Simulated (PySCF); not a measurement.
Species: sum formula H₄Si₂OCl₂, net charge 0, singlet state. 
Geometry from a B3LYP-D3(BJ)/def2-TZVP (Ansatz) optimisation:
SMILES: Cl[SiH](Cl)O[SiH3]
```xyz
9

Si     2.3762    -0.5527    -0.3057
O      0.7609    -0.8680    -0.4549
Si    -0.7437    -0.3643    -0.1830
Cl    -1.0415    -0.1030     1.8291
Cl    -1.0625     1.4291    -1.1250
H      3.1010    -1.7003    -0.8856
H      2.7176    -0.3983     1.1240
H      2.7052     0.6871    -1.0399
H     -1.6992    -1.3497    -0.6872
```
Charge 0, spin multiplicity 1.

Dispersion corrections to the total energy (kcal/mol) from the dftd3 and dftd4 libraries through PySCF: D3(BJ) without and D4 with the three-body term, each with the damping fitted for the functional named.

```tsv
functional	D3(BJ)	D4
TPSS	-8.01	-8.78
r2SCAN	-1.79	-1.57
BHLYP	-9.61	-8.93
revPBE	-14.12	(withheld)
B3LYP	(withheld)	-10.62
B2PLYP	-5.79	-4.59
PW6B95	-4.00	(withheld)
```

**Question.** Fill in the missing entries.

**Answer.** 
- revPBE, D4: -17.02
- B3LYP, D3(BJ): -11.38
- PW6B95, D4: -5.27
